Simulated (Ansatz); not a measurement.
Geometry optimisation, UKS PBE0-D4/def2-SVP in Ansatz 0.2.0.

The input (input.yaml):

```yaml
crystal:
  periodic: [false, false, false]
  atoms:
    - { symbol: O, position_ang: [-1.78255, -0.09534, -0.23584] }
    - { symbol: Ga, position_ang: [-0.17034, 0.14112, -0.07651] }
    - { symbol: Cl, position_ang: [1.15293, -1.40427, 0.6792] }
    - { symbol: H, position_ang: [0.79996, 1.35849, -0.36685] }
total_charge: -1
magnetization:
  spin_polarized: true
basis:
  gaussian: { orbitals: def2-SVP }
hamiltonian:
  xc: pbe0
  dispersion: d4
relax:
  f_tol: 0.02
  max_steps: 50
```

Launched with:

```bash
$ ansatz run input.yaml --threads 2 --pin off --max-ram 3072MiB --backend cpu --events-out ev --progress --plain --runs-dir out
```

Q: Where does it end, and by what steps?

A: The forces met the threshold. Limits of this set-up: an anion without diffuse functions, the dipole of an ion depends on the origin. After 4 steps the energy has fallen by 0.131 eV; Cl3 moved furthest, 0.09 Å.

| step | energy less start (eV) | largest force component (eV/Å) | accepted |
| --- | --- | --- | --- |
| 0 | 0.0000 | 2.317 | yes |
| 1 | -0.1145 | 0.847 | yes |
| 2 | -0.1302 | 0.087 | yes |
| 3 | -0.1303 | 0.040 | yes |
| 4 | -0.1305 | 0.009 | yes |

```xyz
4
Properties=species:S:1:pos:R:3
O -1.838 -0.084 -0.248
Ga -0.176 0.165 -0.086
Cl 1.211 -1.465 0.710
H 0.803 1.384 -0.376
```

Whether the end is a true minimum wasn't checked by a vibrational analysis.

Time of the run: 9.1 s on 2 threads of Arm Neoverse V2, with other jobs on the host, peak memory 0.19 GiB.
